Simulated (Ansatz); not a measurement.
Computed with Ansatz on PBE0-D4/def2-TZVP structures; ΔE is electronic, products minus reactants. CBS: MP2 limit from def2 TZ/QZ plus the TZ coupled-cluster correction, frozen cores. This one scheme is used for every species. DFT in def2-TZVPP. B3LYP here is the variant with VWN-RPA as its local correlation; programs differ in this. For Se outer-core shells are correlated without core-valence functions, which leaves a few kJ/mol of doubt a bond. Scalar relativity is left out up to krypton. Each species was taken in one conformer, which may not be the lowest.

`F[SiH](Cl)[SiH2]Cl` + `C[SeH]` → `C[Se][SiH](F)Cl` + `[SiH3]Cl`  (cleavage of the Si–Si bond)

```json
{"level": "PBE-D4", "ΔE (kJ/mol)": "-64.7", "difference from CCSD(T)/CBS": "12.9"}
{"level": "r2SCAN-D4", "ΔE (kJ/mol)": "-73.6", "difference from CCSD(T)/CBS": "4.0"}
{"level": "PBE0-D4", "ΔE (kJ/mol)": "-68.6", "difference from CCSD(T)/CBS": "9.0"}
{"level": "B3LYP-D4", "ΔE (kJ/mol)": "-70.9", "difference from CCSD(T)/CBS": "6.7"}
{"level": "ωB97X-V", "ΔE (kJ/mol)": "-71.3", "difference from CCSD(T)/CBS": "6.3"}
{"level": "ωB97M-V", "ΔE (kJ/mol)": "-77.7", "difference from CCSD(T)/CBS": "-0.1"}
{"level": "B2PLYP", "ΔE (kJ/mol)": "-74.1", "difference from CCSD(T)/CBS": "3.5"}
{"level": "PBE", "ΔE (kJ/mol)": "-62.6", "difference from CCSD(T)/CBS": "15.0"}
{"level": "r2SCAN", "ΔE (kJ/mol)": "-73.3", "difference from CCSD(T)/CBS": "4.3"}
{"level": "PBE0", "ΔE (kJ/mol)": "-66.9", "difference from CCSD(T)/CBS": "10.7"}
{"level": "B3LYP", "ΔE (kJ/mol)": "-67.4", "difference from CCSD(T)/CBS": "10.2"}
{"level": "HF/def2-TZVPP", "ΔE (kJ/mol)": "-75.1", "difference from CCSD(T)/CBS": "2.5"}
{"level": "MP2/def2-TZVPP", "ΔE (kJ/mol)": "-85.2", "difference from CCSD(T)/CBS": "-7.6"}
{"level": "SCS-MP2/def2-TZVPP", "ΔE (kJ/mol)": "-81.1", "difference from CCSD(T)/CBS": "-3.5"}
{"level": "CCSD/def2-TZVPP", "ΔE (kJ/mol)": "-73.4", "difference from CCSD(T)/CBS": "4.2"}
{"level": "CCSD(T)/def2-TZVPP", "ΔE (kJ/mol)": "-74.3", "difference from CCSD(T)/CBS": "3.3"}
{"level": "HF/def2-QZVPP", "ΔE (kJ/mol)": "-75.0", "difference from CCSD(T)/CBS": "2.6"}
{"level": "MP2/def2-QZVPP", "ΔE (kJ/mol)": "-87.1", "difference from CCSD(T)/CBS": "-9.5"}
{"level": "SCS-MP2/def2-QZVPP", "ΔE (kJ/mol)": "-82.6", "difference from CCSD(T)/CBS": "-5.0"}
{"level": "HF/CBS(def2)", "ΔE (kJ/mol)": "-75.0", "difference from CCSD(T)/CBS": "2.6"}
{"level": "MP2/CBS(def2)", "ΔE (kJ/mol)": "-88.5", "difference from CCSD(T)/CBS": "-10.9"}
{"level": "CCSD/CBS(def2)", "ΔE (kJ/mol)": "-76.7", "difference from CCSD(T)/CBS": "0.9"}
{"level": "CCSD(T)/CBS", "ΔE (kJ/mol)": "-77.6", "difference from CCSD(T)/CBS": "0"}
```

Largest T1 diagnostic among the species: 0.011.

From PBE to PBE0 (25 % exact exchange), in def2-TZVPP and without D4, ΔE moves by −4.3 kJ/mol. The D4 term adds −3.5 kJ/mol with B3LYP and −1.7 kJ/mol with PBE0; it sums over pairs of atoms, weighted by their polarisabilities, and B3LYP, whose exchange is more repulsive, gets the larger term.

CCSD(T)/CBS has its own doubt, a few kJ/mol and more with outer-core shells, so smaller differences from it don't rank the levels.
